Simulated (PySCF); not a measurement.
SiH₂FBr, SMILES F[SiH2]Br. Coordinates come from a PBE0-D3(BJ)/def2-TZVP optimisation.

PySCF 2.14.0 with TDA-M06-2X/def2-SVPD puts the lowest singlet excitations at 7.25, 7.44, 7.60, 8.10, 8.25, 8.63 eV.

Q: What are the lowest excitation roots from ADC(2)/aug-cc-pVDZ (PySCF)? (Estimate from the structure and the level; the computed values follow.)

A: 7.55, 7.74, 7.86, 8.16, 8.22, 8.48 eV. S1 differs by 0.30 eV (second minus first; roots are paired by order, and the bases may differ).
